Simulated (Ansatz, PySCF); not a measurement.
Breaking the Be1–H2 bond in BeClH (SMILES [BeH][Cl]) (multiplicity 1 held, fragments rigid). Energies count from the point at 1.323 Å.
Geometry at that point (charge 0, multiplicity 1):
```xyz
3

Be     0.00000     0.00000    -1.33527
H      0.00000     0.00000    -2.65794
Cl     0.00000     0.00000     0.47053
```

Restricted levels (R-, RO-) in cc, def2 and unpolarised 6-31G sets keep to the state of the molecule at rest. Active spaces are followed from a long bond inwards. Levels need not reach the same state.

Correlated levels freeze the cores. Rows in 6-31G* carry no dispersion term and start afresh at each structure (6-31G* with six Cartesian d functions).

The values were computed with Ansatz (a quantum-chemistry and plane-wave program) with Gaussian orbitals; PySCF for 6-31G* rows. Each number belongs to the level named beside it.

Energies in kJ/mol.

| R (Å) | R-r2SCAN/aug-cc-pV(T+d)Z | R-B3LYP/6-31G* | R-CCSD(T)/aug-cc-pV(T+d)Z | FIC-MRCISD on CASSCF(2,2)/aug-cc-pV(T+d)Z | FIC-MRCISD+Q on CASSCF(2,2)/aug-cc-pV(T+d)Z |
|---|---|---|---|---|---|
| 1.058 | 81 | 82 | 81 | 82 | 81 |
| 1.190 | 17 | 17 | 17 | 17 | 17 |
| 1.323 | 0 | 0 | 0 | 0 | 0 |
| 1.455 | 11 | 11 | 11 | 10 | 11 |
| 1.587 | 37 | 38 | 37 | 36 | 37 |
| 1.786 | 90 | 93 | 89 | 88 | 90 |
| 1.984 | 149 | ___ | 146 | 144 | 147 |
| 2.315 | 243 | 251 | 234 | 231 | 234 |
| 2.645 | 323 | ___ | 301 | 296 | 301 |
| 3.042 | 399 | 413 | 351 | 346 | 352 |
| 3.571 | 467 | 487 | 376 | 376 | 383 |
| 4.233 | 517 | ___ | 376 | 386 | 393 |

**Question.** Fill in the missing entries.

**Answer.** 
- 2.645, R-B3LYP/6-31G*: 334
- 4.233, R-B3LYP/6-31G*: 545
- 1.984, R-B3LYP/6-31G*: 154

Doubts at one or more of the structures used: a restricted determinant that unrestricted orbitals would lower (R-r2SCAN/aug-cc-pV(T+d)Z, R-B3LYP/6-31G*, R-CCSD(T)/aug-cc-pV(T+d)Z); other coupled-cluster roots lie near (R-CCSD(T)/aug-cc-pV(T+d)Z); T1 above 0.05 (R-CCSD(T)/aug-cc-pV(T+d)Z).
